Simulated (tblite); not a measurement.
Species: C6H11NSi.
SMILES with atom numbers: `[CH2:1]=[C:2]([C:3]#[N:4])[CH2:5][SiH2:6][CH2:7][CH3:8]` (hydrogens: H9, H10 on C1; H11, H12 on C5; H13, H14 on Si6; H15, H16 on C7; H17, H18, H19 on C8)

The geometry is computed with GFN2-xTB (gas phase).

**Question.** Give the optimised bond lengths and angles.

**Answer.** 
```json
{"bond": "C1=C2", "length (bohr)": "2.520"}
{"bond": "C2–C3", "length (bohr)": "2.676"}
{"bond": "C3≡N4", "length (bohr)": "2.167"}
{"bond": "C2–C5", "length (bohr)": "2.816"}
{"bond": "C5–Si6", "length (bohr)": "3.629"}
{"bond": "Si6–C7", "length (bohr)": "3.588"}
{"bond": "C7–C8", "length (bohr)": "2.882"}
{"bond": "C1–H9", "length (bohr)": "2.035"}
{"bond": "C1–H10", "length (bohr)": "2.034"}
{"bond": "C5–H11, C5–H12", "length (bohr)": "2.059"}
{"bond": "Si6–H13, Si6–H14", "length (bohr)": "2.775"}
{"bond": "C7–H15, C7–H16", "length (bohr)": "2.064"}
{"bond": "C8–H17, C8–H18, C8–H19", "length (bohr)": "2.056"}
```

Bonds in one row agree within 0.02 bohr and their mean is given. A selection of angles:
```json
{"angle": "C2–C1–H9", "degrees": "121.0"}
{"angle": "C2–C1–H10", "degrees": "121.9"}
{"angle": "H9–C1–H10", "degrees": "117.1"}
{"angle": "C1–C2–C3", "degrees": "119.5"}
{"angle": "C1–C2–C5", "degrees": "124.8"}
{"angle": "C3–C2–C5", "degrees": "115.7"}
{"angle": "C2–C3–N4", "degrees": "178.9"}
{"angle": "C2–C5–Si6", "degrees": "111.3"}
{"angle": "C2–C5–H11", "degrees": "109.9"}
{"angle": "Si6–C5–H11", "degrees": "109.5"}
{"angle": "H11–C5–H12", "degrees": "107.9"}
{"angle": "C5–Si6–C7", "degrees": "109.9"}
{"angle": "C5–Si6–H13", "degrees": "107.6"}
{"angle": "C7–Si6–H13", "degrees": "110.9"}
{"angle": "H13–Si6–H14", "degrees": "110.0"}
{"angle": "Si6–C7–C8", "degrees": "112.8"}
{"angle": "Si6–C7–H15", "degrees": "109.9"}
{"angle": "C8–C7–H15", "degrees": "108.9"}
{"angle": "H15–C7–H16", "degrees": "106.0"}
{"angle": "C7–C8–H17", "degrees": "110.8"}
{"angle": "H17–C8–H18", "degrees": "108.2"}
```

Torsions: C1–C2–C5–Si6 95° (anticlinal); C2–C5–Si6–C7 65° (synclinal); C5–Si6–C7–C8 -179° (antiperiplanar). The mirror-image conformer, all signs reversed, is as good.

Of the pairs four or more bonds apart, C3···H16 is among the closest relative to their van der Waals radii: 2.85 Å, 98 % of the sum of Bondi's values. The C–C distances run from 1.333 Å (C1=C2, drawn double) to 1.525 Å (C7–C8, drawn single), a spread of 0.192 Å. The C–Si distances run from 1.899 Å (Si6–C7, drawn single) to 1.921 Å (C5–Si6, drawn single), a spread of 0.022 Å. Si6 (SiH2 silicon) is tetrahedral (angles from 107.0° to 111.3°).

Point group: C1 (no symmetry element, even within 0.4 Å). Its GFN2-xTB frequencies are all real (lowest 26 cm⁻¹). One conformer, not necessarily the lowest. 3 starts were optimised and ended at 0.00, 0.18 and 0.58 kcal/mol (GFN2-xTB); the lowest of these is shown.

On an Arm Neoverse V2 with one thread, shared host, this took 0.63 s of wall time. That covers the optimisation of the geometry.
